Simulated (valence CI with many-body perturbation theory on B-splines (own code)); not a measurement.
## Energy levels of N II

Method: configuration interaction combined with many-body perturbation theory (CI+MBPT): four valence electrons over a frozen Dirac-Fock core [He], radial functions for each j: 11 s, 11 p, 10 d, 8 f, 5 g, 2 h, with the one-electron correlation potential Σ1, the two-electron term Σ2, the three-electron term Σ3, Breit, model QED; selected CI, second order for the rest, scaled by the run's own slope (own B-spline code, finite nucleus).

Against 39 measured levels this calculation errs by 76 cm⁻¹ on average and by 300 at most. These come from a selection out of the NIST Handbook of Basic Atomic Spectroscopic Data. Levels without a partner in it may be off by more. Among the levels kept, up to 1700 cm⁻¹ of a level comes from second order outside the variational space, and about a tenth of that is noise between levels of different J, which matters for small intervals.

Levels 136 to 180 of 228, with energies above the lowest level, 2s2 2p2 3P_0. "Leading %" is the weight of the configuration and term that name the level; weights of strongly mixed levels are sums over their largest components and can fall short. In the jj column 3d3/2^4 stands for four electrons in 3d with j = 3/2. Lifetimes count E1, E2, E3, M1 and M2 decay at the calculated energies, and are blank where another channel may lead or the interval is too uncertain; long ones can be off by a factor of two.

| No. | Configuration | Term | J | E (cm⁻¹) | Leading % | Lifetime | Leading jj |
| --- | --- | --- | --- | --- | --- | --- | --- |
| 136 | 2s2 2p 5g | 3F° | 2 | 221312 | 92 | 14.8 ns | 2s^2 2p3/2 5g7/2 (92 %) |
| 137 | 2s2 2p 5f | 3D | 1 | 221327 | 92 | 7.88 ns | 2s^2 2p3/2 5f5/2 (92 %) |
| 138 | 2s2 2p 5f | 3D | 2 | 221338 | 49 | 8.13 ns | 2s^2 2p3/2 5f7/2 (87 %) |
| 139 | 2s2 2p 6s | 3P° | 0 | 222589 | 91 | 7.92 ns | 2s^2 2p1/2 6s (91 %) |
| 140 | 2s2 2p 6s | 3P° | 1 | 222663 | 87 | 7.42 ns | 2s^2 2p1/2 6s (78 %) |
| 141 | 2s2 2p 6s | 3P° | 2 | 222832 | 92 | 7.73 ns | 2s^2 2p3/2 6s (92 %) |
| 142 | 2s 2p2 3p | 3S° | 1 | 222891 | 93 | 2.70 ns | 2s 2p3/2^2 3p3/2 (32 %) |
| 143 | 2s2 2p 6s | 1P° | 1 | 223027 | 86 | 3.98 ns | 2s^2 2p3/2 6s (78 %) |
| 144 | 2s 2p2 3p | 5D° | 0 | 223438 | 96 | 17.3 ns | 2s 2p1/2^2 3p1/2 (36 %) |
| 145 | 2s 2p2 3p | 5D° | 1 | 223460 | 96 | 17.3 ns | 2s 2p1/2 2p3/2 3p1/2 (41 %) |
| 146 | 2s 2p2 3p | 5D° | 2 | 223511 | 96 | 17.2 ns | 2s 2p1/2 2p3/2 3p1/2 (43 %) |
| 147 | 2s 2p2 3p | 5D° | 3 | 223550 | 96 | 17.2 ns | 2s 2p1/2 2p3/2 3p3/2 (54 %) |
| 148 | 2s 2p2 3p | 5D° | 4 | 223592 | 96 | 17.3 ns | 2s 2p3/2^2 3p3/2 (64 %) |
| 149 | 2s2 2p 6p | 1P | 1 | 224111 | 62 | 23.3 ns | 2s^2 2p1/2 6p1/2 (71 %) |
| 150 | 2s2 2p 6p | 3D | 1 | 224221 | 64 | 25.2 ns | 2s^2 2p1/2 6p3/2 (29 %) |
| 151 | 2s2 2p 6p | 3D | 2 | 224267 | 90 | 26.8 ns | 2s^2 2p1/2 6p3/2 (58 %) |
| 152 | 2s2 2p 6p | 3D | 3 | 224353 | 92 | 27.1 ns | 2s^2 2p3/2 6p3/2 (92 %) |
| 153 | 2s2 2p 6p | 3S | 1 | 224446 | 87 | 24.3 ns | 2s^2 2p3/2 6p3/2 (51 %) |
| 154 | 2s2 2p 6p | 3P | 0 | 224783 | 87 | 22.0 ns | 2s^2 2p1/2 6p1/2 (68 %) |
| 155 | 2s2 2p 6p | 3P | 1 | 224869 | 86 | 21.8 ns | 2s^2 2p3/2 6p1/2 (58 %) |
| 156 | 2s2 2p 6p | 3P | 2 | 224922 | 54 | 24.4 ns | 2s^2 2p3/2 6p1/2 (53 %) |
| 157 | 2s2 2p 6p | 1D | 2 | 224983 | 56 | 26.4 ns | 2s^2 2p3/2 6p3/2 (82 %) |
| 158 | 2s 2p2 3p | 5P° | 1 | 225398 | 96 | 13.4 ns | 2s 2p1/2 2p3/2 3p1/2 (42 %) |
| 159 | 2s 2p2 3p | 5P° | 2 | 225437 | 96 | 13.4 ns | 2s 2p1/2 2p3/2 3p3/2 (27 %) |
| 160 | 2s2 2p 6p | 1S | 0 | 225438 | 84 | 24.9 ns | 2s^2 2p3/2 6p3/2 (66 %) |
| 161 | 2s 2p2 3p | 5P° | 3 | 225479 | 96 | 13.4 ns | 2s 2p1/2 2p3/2 3p3/2 (42 %) |
| 162 | 2s2 2p 6d | 3F° | 2 | 226001 | 78 | 12.5 ns | 2s^2 2p1/2 6d3/2 (89 %) |
| 163 | 2s2 2p 6d | 3F° | 3 | 226043 | 78 | 7.14 ns | 2s^2 2p1/2 6d5/2 (71 %) |
| 164 | 2s2 2p 6d | 1D° | 2 | 226111 | 48 | 2.01 ns | 2s^2 2p1/2 6d5/2 (71 %) |
| 165 | 2s2 2p 6d | 3F° | 4 | 226128 | 92 | 52.3 ns | 2s^2 2p3/2 6d5/2 (92 %) |
| 166 | 2s2 2p 6d | 3D° | 1 | 226131 | 82 | 1.26 ns | 2s^2 2p1/2 6d3/2 (69 %) |
| 167 | 2s2 2p 6d | 3D° | 2 | 226223 | 49 | 1.73 ns | 2s^2 2p3/2 6d3/2 (70 %) |
| 168 | 2s2 2p 6d | 3D° | 3 | 226235 | 78 | 1.40 ns | 2s^2 2p3/2 6d5/2 (60 %) |
| 169 | 2s2 2p 6d | 3P° | 0 | 226349 | 91 | 2.10 ns | 2s^2 2p3/2 6d3/2 (91 %) |
| 170 | 2s2 2p 6d | 3P° | 2 | 226358 | 76 | 1.93 ns | 2s^2 2p3/2 6d5/2 (61 %) |
| 171 | 2s2 2p 6d | 3P° | 1 | 226358 | 84 | 2.01 ns | 2s^2 2p3/2 6d3/2 (72 %) |
| 172 | 2s2 2p 6f | 3F | 4 | 226420 | 43 | 13.3 ns | 2s^2 2p1/2 6f7/2 (87 %) |
| 173 | 2s2 2p 6h | 3I | 6 | 226427 | 33 | 38.1 ns | 2s^2 2p1/2 6h11/2 (92 %) |
| 174 | 2s2 2p 6g | 3G° | 5 | 226432 | 33 | 25.3 ns | 2s^2 2p1/2 6g9/2 (91 %) |
| 175 | 2s2 2p 6h | 3G | 5 | 226436 | 49 | 38.3 ns | 2s^2 2p1/2 6h11/2 (91 %) |
| 176 | 2s2 2p 6h | 3I | 5 | 226436 | 62 | 38.3 ns | 2s^2 2p1/2 6h9/2 (91 %) |
| 177 | 2s2 2p 6f | 1F | 3 | 226442 | 35 | 13.1 ns | 2s^2 2p1/2 6f7/2 (79 %) |
| 178 | 2s2 2p 6g | 3F° | 4 | 226444 | 42 | 25.3 ns | 2s^2 2p1/2 6g9/2 (87 %) |
| 179 | 2s2 2p 6g | 3H° | 4 | 226445 | 58 | 25.4 ns | 2s^2 2p1/2 6g7/2 (88 %) |
| 180 | 2s2 2p 6h | 3H | 4 | 226448 | 43 | 38.4 ns | 2s^2 2p1/2 6h9/2 (92 %) |

Names give the largest LS component (configuration and term), which can be under half, so a name can repeat, a term be missing and a line seem to break the LS rules; names also repeat where a configuration has a term twice.

Where two levels of one J and parity lie close, their mixing, g and order are uncertain.
